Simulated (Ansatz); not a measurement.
One change: `C#[C][Ga]([Cl])[Cl]` becomes `[OH][Ga]([Cl])[Cl]`.

Ansatz, PBE0-D4/def2-TZVP geometries, multiplicity 1. Each molecule was computed in one conformer, which needn't be the lowest.

Scalar relativity is left out up to krypton.

```csv
property,`C#[C][Ga]([Cl])[Cl]`
HOMO energy (ωB97M-V/def2-TZVPP) / eV,-11.11
LUMO energy (B3LYP/def2-TZVPP) / eV,-2.19
size of the dipole moment (ωB97M-V/def2-TZVPP) / D,2.25
HOMO energy (B3LYP/def2-TZVPP) / eV,-8.57
LUMO energy (ωB97M-V/def2-TZVPP) / eV,-0.11
HOMO–LUMO gap (PBE/def2-TZVPP) / eV,4.83
```

Task: Give the same properties after the change, and the shifts. (Estimate.)

Result: The calculation gave: 
```json
{"property": "HOMO energy (ωB97M-V/def2-TZVPP) / eV", "`[OH][Ga]([Cl])[Cl]`": "-11.68", "shift": "-0.57"}
{"property": "LUMO energy (B3LYP/def2-TZVPP) / eV", "`[OH][Ga]([Cl])[Cl]`": "-1.91", "shift": "0.28"}
{"property": "size of the dipole moment (ωB97M-V/def2-TZVPP) / D", "`[OH][Ga]([Cl])[Cl]`": "1.42", "shift": "-0.83"}
{"property": "HOMO energy (B3LYP/def2-TZVPP) / eV", "`[OH][Ga]([Cl])[Cl]`": "-9.11", "shift": "-0.54"}
{"property": "LUMO energy (ωB97M-V/def2-TZVPP) / eV", "`[OH][Ga]([Cl])[Cl]`": "0.37", "shift": "0.48"}
{"property": "HOMO–LUMO gap (PBE/def2-TZVPP) / eV", "`[OH][Ga]([Cl])[Cl]`": "5.39", "shift": "0.56"}
```

With PBE0 the HOMO falls by 0.56 eV and the LUMO rises by 0.40 eV, so the gap widens by about 0.96 eV. PBE moves the HOMO by -0.32 eV and ωB97M-V by -0.57 eV. The zero-point energy changes by -12.9 kJ/mol with -3 modes. Dipoles are sizes alone; their direction can turn.

B3LYP here is the variant with VWN-RPA as its local correlation; programs differ in this.
